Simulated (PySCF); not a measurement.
A structure optimised at PBE0-D3(BJ)/def2-TZVP, used in a PySCF frequency run:

```xyz
6

Be     0.0000     0.0000     1.5027
I      0.0000     0.0000    -0.6754
C      0.0000     0.0000     3.1751
H      0.8812     0.5088     3.5791
H      0.0000    -1.0175     3.5791
H     -0.8812     0.5088     3.5791
```

Task: Write its SMILES, formula and point group.

Result: [CH3][Be][I], CH3BeI, C3v

Task: What are its rotational constants (standard atomic weights)?

Result: 161.42, 2.1408, 2.1408 GHz
